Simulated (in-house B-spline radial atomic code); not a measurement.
A run on an ion of nuclear charge 19 with 19.8 electrons that did not converge. Method: scalar-relativistic (X2C) r2SCAN0, spin-polarised, spherical fractional occupations, Fermi nucleus of rms radius 3.4349 fm; computed with a B-spline radial code for spherical atoms.

Command:
```bash
python run_scf.py task.json out
```
Settings (nuclear radius in fm, mass in u):
```
Z                19
configuration    [Ar] 4s1.8
hamiltonian      x2c
method           r2scan0
spin_polarised   True
nucleus          fermi
rms_radius       3.4349
atomic_mass      38.96371
speed_of_light   137.035999084
```

First and last ten iterations of the last attempt (damped for 15 steps, keeping 80 % of the old Fock matrix, then DIIS):
```
 iter        energy (Eh)    residual
    1        -602.208107    3.39e-02
    2        -601.752714    1.13e-01
    3        -602.209998    4.31e-03
    4        -602.210814    3.24e-03
    5        -602.211316    2.44e-03
    6        -602.211642    1.84e-03
    7        -602.211858    1.38e-03
    8        -602.212003    1.03e-03
    9        -602.212101    7.70e-04
   10        -602.212168    6.16e-04
  111        -602.145727    5.99e-02
  112        -602.187184    3.13e-02
  113        -602.206943    1.09e-02
  114        -595.550631    1.15e-01
  115        -595.551610    1.15e-01
  116        -595.551746    1.15e-01
  117        -595.551910    1.15e-01
  118        -595.549095    1.15e-01
  119        -595.517538    1.15e-01
  120        -595.479546    1.15e-01
 not converged after 120 iterations
```

The smallest residual met was 1.7e-04; the threshold is about 2e-07. No energy from this run should be used. The likely cause: this method binds the added charge weakly or not at all at the basis-set limit, so charge moves back and forth between the atom and the box. Run time, properties included: 2 s on 1 thread of Intel(R) Xeon(R) 6975P-C, with other jobs on the host.
